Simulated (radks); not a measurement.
Charge is removed step by step from the 3s level of S, starting from [Ne] 3s2 3p4. All-electron calculation, non-relativistic Kohn-Sham, TPSS, spin-unpolarised, spherical densities, point nucleus; meta-GGA in the generalised Kohn-Sham scheme. Program: a radial shooting solver on a logarithmic mesh with Libxc functionals.

removed (e)  E - E(0) (eV)  eigenvalue (eV)  E minus straight line (eV)
0                    0.000          -17.448                       0.000
0.125                2.261          -18.736                      -0.590
0.25                 4.685          -20.051                      -1.018
0.375                7.275          -21.390                      -1.280
0.5                 10.034          -22.753                      -1.373
0.625               12.964          -24.139                      -1.294
0.75                16.069          -25.546                      -1.041
0.875               19.352          -26.973                      -0.610
1                   22.813          -28.419                       0.000

Removing the whole electron costs 22.813 eV by Delta-SCF, against 17.448 eV from minus the eigenvalue at the starting occupation. Slater's transition state (half an electron removed) gives 22.753 eV. Integrating minus the eigenvalue over the occupation (Janak's theorem) gives 22.813 eV. The mean slope of the eigenvalue, de/dn, is 11.0 eV per electron.
